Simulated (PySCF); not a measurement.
# Cu(2+): excitation energy

Cu(2+) [Ar] 3d9 (2D) → Cu(2+) [Ar] 3d8 4s1 (4F), as a difference of total energies. Computed with PySCF 2.14 in def2-TZVPPD (6s6p4d2f1g, 67 functions), with the non-relativistic Hamiltonian (point nucleus). Correlated levels: valence: [Ar] frozen; valence and next inner shell: [Ne] frozen. The calculations carry no spin-orbit coupling.

```
                                method  excitation energy (eV)
                                   UHF                   6.957
                                   LDA                   9.197
                                   PBE                   8.736
                                  PBE0                   8.543
                                r2SCAN                   8.115
                                  MN15                  10.300
                                PBEsol                   8.940
                                 TPSSh                   8.591
                                  BP86                   8.766
                         MP2 (valence)                   8.960
                     SCS-MP2 (valence)                   8.883
    MP2 (valence and next inner shell)                   9.394
SCS-MP2 (valence and next inner shell)                   9.173
```

**Question.** How much does correlation contribute at MP2 (valence and next inner shell)?

**Answer.** 9.394 − (6.957) = 2.437 eV, measured against UHF.

A first-order spin-orbit estimate (lowest level to lowest level, LS coupling) adds -0.064 eV.
